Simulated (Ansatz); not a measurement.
`F[CH2][GeH2][GeH3]` and `[NH2][GeH2][CH2]F` differ in one atom or group.

Ansatz, PBE0-D4/def2-TZVP geometries, multiplicity 1. Each molecule was computed in one conformer, which needn't be the lowest.

Scalar relativity is left out up to krypton.

```json
{"property": "size of the dipole moment (ωB97M-V/def2-TZVPP) / D", "`F[CH2][GeH2][GeH3]`": "1.44"}
{"property": "HOMO energy (PBE/def2-TZVPP) / eV", "`F[CH2][GeH2][GeH3]`": "-6.86"}
{"property": "HOMO energy (ωB97M-V/def2-TZVPP) / eV", "`F[CH2][GeH2][GeH3]`": "-10.11"}
{"property": "HOMO energy (B3LYP/def2-TZVPP) / eV", "`F[CH2][GeH2][GeH3]`": "-7.85"}
{"property": "LUMO energy (ωB97M-V/def2-TZVPP) / eV", "`F[CH2][GeH2][GeH3]`": "1.96"}
{"property": "LUMO energy (PBE/def2-TZVPP) / eV", "`F[CH2][GeH2][GeH3]`": "-0.51"}
```

(1) What does the change do to each property? (An estimate is asked.)

Results:

(1) Computed: 
| property | `[NH2][GeH2][CH2]F` | shift |
| --- | --- | --- |
| size of the dipole moment (ωB97M-V/def2-TZVPP) / D | 1.39 | -0.05 |
| HOMO energy (PBE/def2-TZVPP) / eV | -5.81 | 1.05 |
| HOMO energy (ωB97M-V/def2-TZVPP) / eV | -9.56 | 0.55 |
| HOMO energy (B3LYP/def2-TZVPP) / eV | -7.01 | 0.84 |
| LUMO energy (ωB97M-V/def2-TZVPP) / eV | 2.05 | 0.09 |
| LUMO energy (PBE/def2-TZVPP) / eV | -0.38 | 0.13 |

With PBE0 the HOMO rises by 0.81 eV and the LUMO rises by 0.18 eV, so the gap narrows by about 0.63 eV. PBE moves the HOMO by 1.05 eV and ωB97M-V by 0.55 eV. Dipoles are sizes alone; their direction can turn.

B3LYP here is the variant with VWN-RPA as its local correlation; programs differ in this.
